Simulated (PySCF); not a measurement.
How methods differ on the ionisation energy of Cr

Cr [Ar] 3d5 4s1 (7S) → Cr⁺ [Ar] 3d5 (6S), as a difference of total energies. Computed with PySCF 2.14 in cc-pVDZ (6s5p3d1f, 43 functions), with no relativity, point nucleus. Correlated levels: valence: [Ar] frozen. The calculations carry no spin-orbit coupling.

```json
{"method": "UHF", "ionisation energy (eV)": "5.911", "difference from reference (eV)": "-0.856"}
{"method": "r2SCAN", "ionisation energy (eV)": "7.180", "difference from reference (eV)": "+0.413"}
{"method": "B3LYP", "ionisation energy (eV)": "6.984", "difference from reference (eV)": "+0.217"}
{"method": "MP2 (valence)", "ionisation energy (eV)": "6.322", "difference from reference (eV)": "-0.445"}
{"method": "SCS-MP2 (valence)", "ionisation energy (eV)": "6.048", "difference from reference (eV)": "-0.719"}
```

Reference: 6.767 eV (measured; NIST Atomic Spectra Database, ionization energies).

These non-relativistic numbers lack the scalar-relativistic shift.

Errors of the correlated levels include the incompleteness of this basis and the frozen core.
